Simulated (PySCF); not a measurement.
**Two-component Hartree-Fock for Cr+ (chromium, charge +1)**

Start: [Ar] 3d5; 3d5/2 filled at m_j = -3/2, -1/2, +1/2, +3/2, +5/2. Calculated with PySCF 2.14 in x2c-TZVPall-2c with one added diffuse shell each of s, p, d type (7s8p5d1f, 63 functions): generalised Hartree-Fock with the X2C-1e Hamiltonian and a Gaussian nucleus; one run each with spin-orbit coupling (SO) switched off, then screened by Boettger's factors. This is a chosen level, not necessarily the ground level.

```tsv
spinor shell	electrons	ε, spin-free (eV)	ε, screened SO (eV)	weight of nominal j (screened SO)	rms radius, screened SO (bohr)
1s1/2	2	-6049.1	-6049.1	1.000	0.0734
2s1/2	2	-729.84	-729.83	1.000	0.316
2p1/2	2	-611.17	-617.32	0.982	0.286
3s1/2	2	-98.199	-98.197	1.000	0.974
3p1/2	2	-63.541	-63.913	0.664	1.06
3p3/2	4	-63.541	-63.362	0.832	1.06
3d5/2	5	-17.531	-17.531	0.595	1.52
```

Problem. Where does 2p3/2 lie, and what is the 2p spin-orbit splitting (screened SO)?

Solution. At -608.15 eV, 9.171 eV above 2p1/2.

```
   quantity    spin-free  screened SO
E (hartree)  -1049.41634  -1049.42798
        M_J          5/2          5/2
       ⟨J²⟩        8.750        8.750
       ⟨L²⟩        0.000        0.001
       ⟨S²⟩        8.750        8.750
```

Each row is a mean over spinors that exchange with the open shell spreads, by up to 11.984 eV (3p3/2).

Rows whose weight is well below 1 are mixtures of j = l ± 1/2: exchange outweighs spin-orbit coupling there, and the label is only the starting occupation.

Without spin-orbit coupling the j labels of p, d and f shells carry no meaning; the spin-free column gives the mean over the occupied spinors of each nl shell.
